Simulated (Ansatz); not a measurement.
System: C3H13NSi2 (charge 0, singlet). 
Structure (B3LYP-D3(BJ)/def2-TZVP (Ansatz, a program for electronic structure) minimum search):
```
Si
N 1 1.7251
C 2 1.4506 1 121.34
H 3 1.0903 2 110.71 1 27.64
H 3 1.0958 4 107.56 2 -120.70
H 3 1.0999 4 107.94 5 -115.70
C 2 1.4513 3 113.11 4 -176.66
H 7 1.0904 2 110.39 3 177.34
H 7 1.0959 8 107.86 2 120.64
H 7 1.0997 8 107.99 9 115.88
H 1 1.4830 2 106.20 3 -169.66
H 1 1.4929 11 107.26 8 102.65
C 1 1.8726 11 111.29 12 116.52
H 13 1.0939 1 109.39 11 -166.64
H 13 1.0939 14 107.35 1 118.34
Si 13 1.8767 14 108.16 15 116.83
H 16 1.4822 13 110.14 14 -170.60
H 16 1.4831 17 108.36 13 121.10
H 16 1.4834 17 108.45 18 117.23
```

Property: atomisation energy (electronic, to ground-state atoms), in eV. Correlated levels leave the core frozen unless marked. UHF or UKS for open shells. No spin-orbit coupling. Non-relativistic. The coupled-cluster limit lacks core correlation, which all-electron functionals hold. Basis-set limits of correlation are two-point, X^-3; Hartree-Fock from the larger set. [CCSD(T)-MP2]/basis is that difference in the basis named.

```tsv
level	program	atomisation energy (eV)	minus last row
PBE-D3(BJ)/def2-TZVPD	Ansatz + dftd3	70.13	0.35
revPBE-D3(BJ)/def2-TZVPD	Ansatz + dftd3	68.66	-1.12
PBE0/STO-3G	Ansatz	86.09	16.31
PBE0/def2-QZVPP	Ansatz	69.26	-0.52
HSE06/def2-TZVPD	Ansatz	69.23	-0.55
RI-MP2/cc-pV(T+d)Z	Ansatz	68.17	-1.61
CCSD/6-31G*	Ansatz	61.94	-7.84
CCSD/aug-cc-pV(T+d)Z	Ansatz	67.58	-2.20
CCSD(T)/6-31G	Ansatz	57.74	-12.04
RI-MP2/CBS(aug-cc-pV(T+d)Z,aug-cc-pV(Q+d)Z)+[CCSD(T)-MP2]/aug-cc-pV(T+d)Z	Ansatz	69.78	0.00
```
